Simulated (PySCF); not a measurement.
Molecular orbitals of MgI⁺

PBE0 at R = 2.489 Å; basis Mg x2c-SVPall, I x2c-SVPall; spin-free X2C with a Gaussian nucleus; PySCF 2.14. State: ³Π (triplet), unpaired electrons σ ↑, π ↑, a second solution, started from another occupation. Only the outer orbitals are listed, counted within each symmetry.

| spin | orbital | occ. | ε (eV) | on Mg (%) | main shells (%) |
| --- | --- | --- | --- | --- | --- |
| α | 12σ | 1 | -58.29 | 100 | 100 Mg p |
| α | 6π | 1 | -58.28 | 100 | 100 Mg p |
| α | 6π | 1 | -58.27 | 100 | 100 Mg p |
| α | 13σ | 1 | -26.79 | 4 | 95 I s |
| α | 14σ | 1 | -16.09 | 15 | 82 I p, 12 Mg s |
| α | 7π | 1 | -15.85 | 2 | 97 I p |
| α | 7π | 1 | -14.65 | 4 | 96 I p |
| α | 15σ | 1 | -10.49 | 92 | 84 Mg s, 8 Mg p |
| α | 8π | 0 | -6.15 | 95 | 95 Mg p |
| α | 8π | 0 | -5.95 | 95 | 95 Mg p |
| α | 16σ | 0 | -4.22 | 105 | 87 Mg p, 12 Mg s |
| β | 6π | 1 | -58.14 | 100 | 100 Mg p |
| β | 12σ | 1 | -58.13 | 100 | 100 Mg p |
| β | 6π | 1 | -58.13 | 100 | 100 Mg p |
| β | 13σ | 1 | -25.58 | 5 | 94 I s |
| β | 14σ | 1 | -15.50 | 15 | 83 I p, 10 Mg s |
| β | 7π | 1 | -14.23 | 4 | 96 I p |
| β | 7π | 0 | -12.01 | 5 | 95 I p |
| β | 15σ | 0 | -7.52 | 93 | 91 Mg s |
| β | 8π | 0 | -5.01 | 93 | 92 Mg p |

Q: Which are the highest filled and the lowest empty level, where do they sit, and how wide is the gap?

A: Highest filled α 15σ at -10.49 eV (in %: 84 Mg s, 8 Mg p); lowest empty β 7π at -12.01 eV (in %: 95 I p); the gap at PBE0 is -1.52 eV.

* bond order (Mayer): 0.71
* ⟨S²⟩: 2.002
* charge on Mg (Mulliken, basis-dependent): 0.58
* charge on Mg (Löwdin, basis-dependent): 0.16
* dipole moment (positive dipole points towards I; it is taken about the centre of mass and depends on that origin): -4.27 D

Shares are Mulliken populations and can fall outside 0 to 100 %.

Spin–orbit coupling is left out. Counting both spins, an empty level lies below a filled one in this solution, because spin and occupation are held.
